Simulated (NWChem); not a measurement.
System: SnI, doublet; SMILES [I][Sn]

Here is an NWChem input.

```
start job
memory heap 200 mb stack 900 mb global 1100 mb
geometry units angstroms
  Sn    -0.923888    -0.697254    -0.788259
  I      0.864230     0.652231     0.737359
end
basis spherical
  * library def2-svp
end
ecp
  Sn library def2-ecp
  I library def2-ecp
end
dft
  odft
  mult 2
  xc pbe0
  iterations 150
end
driver
  maxiter 120
end
task dft optimize
dft
  grid fine
  convergence energy 1d-8 density 1d-7
end
task dft freq numerical
```

The state is orbitally degenerate and is run as one real component. The spin multiplicity was typed, not searched, and may not be the lowest. def2 effective core potentials on Sn, I; no spin-orbit coupling.

The level has its own optimisation; frequencies are unscaled.

Problem. Predict the main results of this run. (PBE0/def2-SVP with def2 effective core potentials on Sn, I, spin-unrestricted.) Quantities: r I–Sn (Å); highest harmonic frequency (cm⁻¹); zero-point energy (kcal/mol).

Solution. 
```
Item                               Result
---------------------------------  ------
r I–Sn (Å)                          2.695
highest harmonic frequency (cm⁻¹)     212
zero-point energy (kcal/mol)          0.3
```
